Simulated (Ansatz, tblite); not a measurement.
(X3Ge)2Y: vertical IE (eV) at several levels, gas phase, relaxed structures; Ansatz, xTB through tblite. Raw xTB energies of ions are shifted by several eV. A dash marks a value that wasn't run or was left out as unsound. The structures are stationary points that may keep the symmetry of their start.

| species | state | geometry | GFN2-xTB | PBE-D4/def2-TZVP | r2SCAN-D4/def2-TZVP | PBE0-D4/def2-TZVP |
| --- | --- | --- | --- | --- | --- | --- |
| (H3Ge)2S (Ge2H6S) | singlet to doublet | B3LYP-D4/def2-SVP | 13.51 | 9.00 | 9.08 | 9.15 |
| (H3Ge)2O (Ge2OH6) | singlet to doublet | r2SCAN-D4/def2-SVP | 14.33 | 9.82 | 9.99 | 10.17 |
| (H3Ge)2NH (Ge2NH7) | singlet to doublet | PBE0-D4/def2-SVP | 13.58 | 8.79 | 8.82 | 8.96 |
| (H3Ge)2CH2 (CH8Ge2) | singlet to doublet | r2SCAN-D4/def2-SVP | 14.07 | 10.15 | 10.25 | 10.39 |
| (F3Ge)2NMe (CH3F6Ge2N) | singlet to doublet | PBE-D4/def2-SVP | 15.93 | 10.66 | – | 10.97 |

Over the 4 species that have every level, the mean is 13.87 at GFN2-xTB, 9.44 at PBE-D4/def2-TZVP, 9.54 at r2SCAN-D4/def2-TZVP, 9.67 at PBE0-D4/def2-TZVP.
